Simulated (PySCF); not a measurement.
## What settings do to a single point of [La(H2O)5]3+

The sound run of [La(H2O)5]3+ (singlet) uses PySCF 2.14.0, RKS PBE, La lcecp-1-SVP with ECP46, O def2-SVP, H def2-SVP; non-relativistic Hamiltonian with scalar-relativistic core potentials where named; density fitting; no spin-orbit coupling, grid (50, 194), threshold 1e-8 Eh and 55 cycles, at the relaxed geometry:

```xyz
16

La    0.0022    0.0000    0.0000
O    -0.4679   -0.0454    2.4449
H    -0.5522    0.7189    3.0661
H    -0.6389   -0.8263    3.0268
O    -0.4679    0.0454   -2.4449
H    -0.5522   -0.7189   -3.0661
H    -0.6389    0.8263   -3.0268
O     2.4559    0.0000    0.0000
H     3.0701    0.0014    0.7766
H     3.0701   -0.0014   -0.7766
O    -0.9164    2.3032    0.0409
H    -0.4235    3.1615    0.0237
H    -1.8638    2.5866    0.0817
O    -0.9164   -2.3032   -0.0409
H    -1.8638   -2.5866   -0.0817
H    -0.4235   -3.1615   -0.0237
```

There La1 has a Mulliken charge of 1.50 e and the dipole about the centre of mass is 0.22 D. Each run below changes one thing and starts from free metal ions and neutral atoms unless it says otherwise; with 55 cycles, smearing, a level shift and second-order steps follow where DIIS fails, and their cycles count. Energy shifts count from the sound run. On f atoms grids over 110 angular points are at least (60, 302).

| change | outcome | cycles | energy shift (eV) | largest force component (eV/Å) | charge on La1 (e) | dipole about the centre of mass (D) |
| --- | --- | --- | --- | --- | --- | --- |
| start from a density of up to 30 smeared cycles (not counted) | converged | 6 | 0.0000 | 0.01 | 1.50 | 0.22 |
| grid (30, 86) | converged | 11 | 0.14 | 0.17 | 1.50 | 0.22 |

(1) One further run converged with energy shift (eV) 1.48, largest force component (eV/Å) 3.27, charge on La1 (e) 1.40, dipole about the centre of mass (D) 0.23. Which change was it?
A. all coordinates × 0.94
B. threshold 1e-05
C. spin (2S) set to 12, limit 73 cycles

(2) And the other changes listed?

Forces carry noise of the integration grid, about 0.01 to 0.03 eV/Å.

Results:

(1) A.

(2) 
```json
{"change": "spin (2S) set to 12, limit 73 cycles", "outcome": "not converged", "cycles": "73", "energy shift (eV)": "–", "largest force component (eV/Å)": "–", "charge on La1 (e)": "–", "dipole about the centre of mass (D)": "–"}
{"change": "threshold 1e-05", "outcome": "converged", "cycles": "8", "energy shift (eV)": "0.0000", "largest force component (eV/Å)": "0.02", "charge on La1 (e)": "1.50", "dipole about the centre of mass (D)": "0.22"}
```
